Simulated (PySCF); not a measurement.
## Telling isomers of C$_{13}$H$_{12}$ apart by NMR

All values are calculated (PySCF 2.14): structure optimised with PBE0-D3(BJ)/def2-SVP, B3LYP/pcJ-1 coupling constants (spin–dipole term left out of most H,H and C,H couplings), shielding tensors at PBE0/pcSseg-1 (GIAO). A single conformation, isolated molecule, rapidly exchanging positions averaged, non-relativistic Hamiltonian.

References, each an isolated molecule treated in the same way: TMS for 1H, 13C. Multiplet labels drop J under 1 Hz and among equivalent protons, and merge close values. Unscaled 3J(H,H) run several per cent high. Shifts are as computed. Against solution values, carbons near 30 ppm lie about +2 ppm off and those near 130 ppm about +5 ppm (rms about the fit 1.9 ppm; single classes can miss by 10 ppm). Of 1328 compounds with measured shifts, 309 miss one by over three times the rms of a fit or turn the order of signals round; such compounds aren't used in these exercises. Signals without a measured value on file couldn't be tested in this way; 1H shifts scatter by 0.2 ppm about their fit, and single ones miss by 0.5 ppm.

(1) Tabulate the signals of `Cc1cccc(-c2ccccc2)c1`, `C=C(C)c1ccc2ccccc2c1`, `c1ccc(Cc2ccccc2)cc1` and their relative energies.

(2) What is the quickest way to tell Cc1cccc(-c2ccccc2)c1 from C=C(C)c1ccc2ccccc2c1?

(3) What is the quickest way to tell Cc1cccc(-c2ccccc2)c1 from c1ccc(Cc2ccccc2)cc1?

(4) What is the quickest way to tell C=C(C)c1ccc2ccccc2c1 from c1ccc(Cc2ccccc2)cc1?

Results:

(1) 
```tsv
SMILES	carbon types	δC	δH	E rel. (kcal/mol)
Cc1cccc(-c2ccccc2)c1	3×C 9×CH 1×CH3	147.8, 147.5, 143.3, 134.2, 134.1, 133.8, 133.4, 133.2, 132.6, 130.1, 23.5	7.62 (m, 2H), 7.55 (m, 2H), 7.49 (m, 1H), 7.45 (m, 1H), 7.43 (m, 1H), 7.43 (m, 1H), 7.32 (m, 1H), 2.47 (s, 3H)	0.0
C=C(C)c1ccc2ccccc2c1	4×C 7×CH 1×CH2 1×CH3	153.5, 145.0, 136.7, 136.5, 134.1, 133.3, 133.1, 131.6, 131.2, 130.7, 128.6, 121.1, 24.1	8.08 (d, 1H), 7.96 (m, 1H), 7.91 (m, 1H), 7.91 (d, 1H), 7.63 (m, 1H), 7.62 (dd, 1H), 7.62 (m, 1H), 5.77 (dq, 1H), 5.47 (quint, 1H), 2.28 (t, 3H)	10.6
c1ccc(Cc2ccccc2)cc1	2×C 10×CH 1×CH2	148.7, 135.6, 133.9, 131.8, 45.3	7.39 (m, 4H), 7.33 (m, 2H), 7.25 (m, 4H), 3.88 (s, 2H)	3.9
```

Energies are electronic energies at PBE0/pcSseg-1 on these geometries, without zero-point or thermal terms, each for the one conformer computed, which needn't be the lowest.

(2) Count the carbon signals: 11 against 13. The first has a substituted aromatic carbon (C) at 147.8 ppm, the second a terminal =CH2 carbon at 121.1 ppm. Their most deshielded carbons lie at 147.8 and 153.5 ppm. In the proton spectra the most deshielded non-exchanging signals are 7.62 (m, 2H) and 8.08 (d, J = 1.6 Hz, 1H).

(3) Count the carbon signals: 11 against 5. The first has a methyl carbon on an aromatic ring (CH3) at 23.5 ppm, the second an sp3 CH2 on an aromatic ring at 45.3 ppm. Their most deshielded carbons lie at 147.8 and 148.7 ppm.

(4) Count the carbon signals: 13 against 5. The first has a terminal =CH2 carbon at 121.1 ppm, the second an sp3 CH2 on an aromatic ring at 45.3 ppm. Their most deshielded carbons lie at 153.5 and 148.7 ppm. In the proton spectra the most deshielded non-exchanging signals are 8.08 (d, J = 1.6 Hz, 1H) and 7.39 (m, 4H).
